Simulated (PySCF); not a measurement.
A PySCF script (with the pyscf-properties extension) for the NMR shieldings of `FC(F)(F)C[C@H]1CCOBO1`, C$_{5}$H$_{8}$BF$_{3}$O$_{2}$, on a PBE0-D3(BJ)/def2-SVP geometry:

```python
import basis_set_exchange as bse
import numpy as np
from pyscf import gto, dft
from pyscf.prop import nmr

atoms = """
F     3.749434   -0.411226   -0.390388
C     2.583127   -0.593653    0.241792
F     2.377359   -1.903297    0.332153
F     2.728658   -0.121981    1.489846
C     1.479108    0.133756   -0.483828
C     0.129279    0.083993    0.207638
C    -0.868577    1.052317   -0.410064
C    -2.236952    0.841322    0.208426
O    -2.636446   -0.510144    0.131483
B    -1.701473   -1.493025    0.107114
O    -0.364387   -1.240369    0.150165
H     1.399756   -0.288025   -1.496606
H     1.807890    1.179195   -0.577372
H     0.273915    0.349099    1.271430
H    -0.920800    0.874386   -1.498287
H    -0.538206    2.091910   -0.261049
H    -2.998654    1.449219   -0.303353
H    -2.229293    1.153312    1.268290
H    -2.066553   -2.638143    0.037221
"""
names = dict.fromkeys(["F", "C", "O", "B", "H"], "pcSseg-1")
basis = {el: gto.basis.parse(bse.get_basis(n, elements=[el], fmt="nwchem")) for el, n in names.items()}
mol = gto.M(atom=atoms, basis=basis, charge=0, verbose=0)
mf = dft.RKS(mol, xc="PBE0")
mf.grids.level = 2
mf.grids.alignment = dft.numint.BLKSIZE   # the property module wants whole blocks of grid points
mf.conv_tol = 1e-9
mf.kernel()

calc = nmr.RKS(mf)   # GIAO
C = mf.mo_coeff
Co = C[:, mf.mo_occ > 0]
resp = mf.gen_response(singlet=True, hermi=2)
def vind(x):   # induced exchange potential for any number of trial vectors
    d = np.einsum("pi,xij,qj->xpq", C, 2 * x.reshape(-1, C.shape[1], Co.shape[1]), Co, optimize=True)
    return np.einsum("xpq,pi,qj->xij", resp(d - d.transpose(0, 2, 1)), C, Co, optimize=True).ravel()
mo1, _ = nmr.rhf.solve_mo1(calc, with_cphf=vind)
sigma = calc.kernel(mo1)
for i, s in enumerate(sigma):   # ppm
    print("%2d %-2s %9.2f" % (i, mol.atom_pure_symbol(i), np.trace(s) / 3))
```

Problem. Give the expected output.

Solution. 
```
 0 F     250.85
 1 C      53.66
 2 F     255.54
 3 F     263.71
 4 C     140.58
 5 C     118.63
 6 C     149.35
 7 C     122.20
 8 O     205.62
 9 B      77.12
10 O     184.62
11 H      29.34
12 H      29.61
13 H      27.11
14 H      29.71
15 H      29.88
16 H      27.28
17 H      27.23
18 H      27.14
```

These numbers come from an equivalent density-fitted implementation of the same equations, which agrees with the script to about 0.01 ppm for H and up to a few tenths of a ppm for heavy atoms, so last digits may differ.

Problem. Turn these shieldings into chemical shifts. δ = σ(ref) − σ, references computed at the same level: $^{19}$F (σ = 177.25 ppm) vs CFCl3; TMS for $^{13}$C (σ = 184.41 ppm) and $^{1}$H (σ = 31.27 ppm); $^{17}$O (σ = 334.56 ppm) vs H2O; $^{11}$B (σ = 100.73 ppm) against BF3·OEt2.

Solution. Averaging equivalent atoms: F 0/2/3: -79.5; C 1: 130.8; C 5: 65.8; C 7: 62.2; C 4: 43.8; C 6: 35.1; O 10: 149.9; O 8: 128.9; B 9: 23.6; H 13: 4.16; H 18: 4.13; H 17: 4.04; H 16: 3.99; H 11: 1.93; H 12: 1.66; H 14: 1.55; H 15: 1.39 ppm. Unscaled 19F shifts against computed CFCl3 carry errors that often reach 10 to 50 ppm. Experimental scales use liquid or dissolved standards, which lie at an offset from isolated H2O (liquid H2O: subtract about 36 ppm).

Size and cost of the density-fitted run: 227 basis functions, 90 s wall time on 1 thread of an Arm Neoverse N1, shared host; peak memory 1.1 GiB.
